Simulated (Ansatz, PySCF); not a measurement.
Species: InBr2, net charge 1, singlet state. It need not be the lowest isomer of its formula. 
Geometry from a B3LYP-D3(BJ)/def2-TZVP (Ansatz, a quantum-chemistry and plane-wave program) optimisation:
```
In
Br 1 2.3685
Br 1 2.3685 2 180.00
```
Charge +1, spin multiplicity 1.

Total electronic energies in hartree. Correlated levels leave the core frozen unless marked. No spin-orbit coupling. Frozen are the shells of the preceding noble gas and the d and f shells that filled before the atom's block. In def2 rows, elements after Kr have scalar-relativistic effective core potentials. STO-3G rows are all-electron and non-relativistic. Basis-set limits of correlation are two-point, X^-3; Hartree-Fock from the larger set. [CCSD(T)-MP2]/basis is that difference in the basis named.

| level | program | energy (Eh) |
|---|---|---|
| BLYP-D4/def2-TZVPD | Ansatz + dftd4 | -5338.27855 |
| M06-L-D4/def2-TZVPD | PySCF + dftd4 | -5338.21761 |
| PBE0/def2-TZVPD | Ansatz | ___ |
| PBE0/def2-QZVPP | Ansatz | ___ |
| BHLYP/def2-TZVPD | Ansatz | ___ |
| PW6B95-D3(BJ)/def2-TZVPD | PySCF + dftd3 | -5340.63656 |
| MN15-D3(BJ)/def2-TZVPD | PySCF + dftd3 | -5338.50445 |
| HSE06-D4/def2-TZVPD | Ansatz + dftd4 | -5337.67554 |
| CAM-B3LYP-D3(BJ)/def2-TZVPD | Ansatz + dftd3 | -5338.48438 |
| wB97M-V/def2-TZVPD | Ansatz | -5337.91946 |
| MP2/STO-3G | Ansatz | -10772.22349 |
| RI-MP2/def2-TZVPPD | Ansatz | -5334.24514 |
| SCS-MP2/def2-TZVPPD | Ansatz | -5334.24066 |
| RI-MP2/CBS(def2-TZVPPD,def2-QZVPPD)+[CCSD(T)-MP2]/def2-SVPD | Ansatz | -5334.4428 |
| RI-MP2/CBS(def2-TZVPPD,def2-QZVPPD)+[CCSD(T)-MP2]/def2-TZVPPD | Ansatz | -5334.4554 |

Fill in the missing entries.


- PBE0/def2-TZVPD, energy (Eh): -5337.66434
- PBE0/def2-QZVPP, energy (Eh): -5337.77055
- BHLYP/def2-TZVPD, energy (Eh): -5338.16437
